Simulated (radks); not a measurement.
Results of a calculation; reference values are marked as such.
Q: These are the eigenvalues of the occupied orbitals of an atom or ion with whole-number occupations (hartree). Level of theory: Dirac Kohn-Sham, PBE, spin-unpolarised, spherical densities, point nucleus (a radial shooting solver on a logarithmic mesh with Libxc functionals).

1s1/2: -553.5132
2s1/2: -74.98805
2p1/2: -68.12808
2p3/2: -65.89391
3s1/2: -12.15752
3p1/2: -9.69912
3p3/2: -9.36309
3d3/2: -5.06200
3d5/2: -5.00482
4s1/2: -2.26081
4p1/2: -1.65326
4p3/2: -1.61380
7d3/2: -0.12786

Which element is it, and in what charge state? The configuration may be excited. Open shells, if any, fill j = l - 1/2 first.

A: Z = 37, rubidium, charge +2: Rb2+ in [Ar] 3d10 4s2 4p4 7d1. The list shows which subshells hold electrons but not how many an open one holds; the 1s level, -553.51 hartree, gives Z - s = 33.3 by -(Z - s)^2/2, which with screening and relativity narrows Z to a few neighbours, and the depths of the outer levels then fix element, charge and occupations together.
